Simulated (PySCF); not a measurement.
**Correlation energy of As (arsenic, neutral)**

[Ar] 3d10 4s2 4p3, high-spin 4S determinant. All numbers are calculated (PySCF 2.14, scalar relativity through the core potential, in aug-cc-pVDZ-PP with ECP10MDF (5s4p3d, 32 functions)). Frozen: 3s2 3p6 3d10; 5 electrons correlated.

MP2 pair energies summed by pair of shells (mhartree):

| pair | energy | share (%) |
| --- | --- | --- |
| 4s-4p | -36.11 | 63.5 |
| 4p-4p | -13.27 | 23.3 |
| 4s-4s | -7.49 | 13.2 |

Total MP2 correlation energy: -56.88 mhartree.

Same-spin part -15.98 and opposite-spin part -40.90 mhartree; SCS-MP2 scales them by 1/3 and 6/5 to -54.41 mhartree.

| level | correlation energy (mhartree) |
| --- | --- |
| CCSD | -71.83 |
| (T) | -1.10 |
| CCSD(T) | -72.93 |

Diagnostics: T1 = 0.0028, D1 = 0.0065, largest double amplitude 0.037.

Is a single reference adequate?

Yes, within this model without spin-orbit coupling: T1 lies below 0.03 and no double amplitude reaches 0.07.
